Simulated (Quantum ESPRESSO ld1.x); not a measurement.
Values are calculated unless marked as measured or tabulated.
Problem. Coherent X-ray form factor from a spherical all-electron density. Level of theory: scalar-relativistic Kohn-Sham, revPBE, spin-unpolarised, spherical densities, point nucleus (ld1.x of Quantum ESPRESSO 7.5).

sin(theta)/lambda (1/angstrom),f0 (electrons)
0.05,33.437
0.1,31.930
0.15,29.893
0.2,27.737
0.25,25.712
0.3,23.906
0.4,20.862
0.5,18.267
0.6,15.922
0.8,11.997
1,9.275
1.25,7.292
1.5,6.216
2,4.920

The species is in the configuration that NIST lists as its ground one. Which atom or ion scatters so?

Solution. The bromine ion Br+, [Ar] 3d10 4s2 4p4. Extrapolating in s^2 from the first two rows gives f0(0) = 33.9, near the electron count 34; among species with that count, the fall with angle is slower the higher Z, and the table is that of Z = 35; from so few rows the species is fixed only to a neighbour or two.
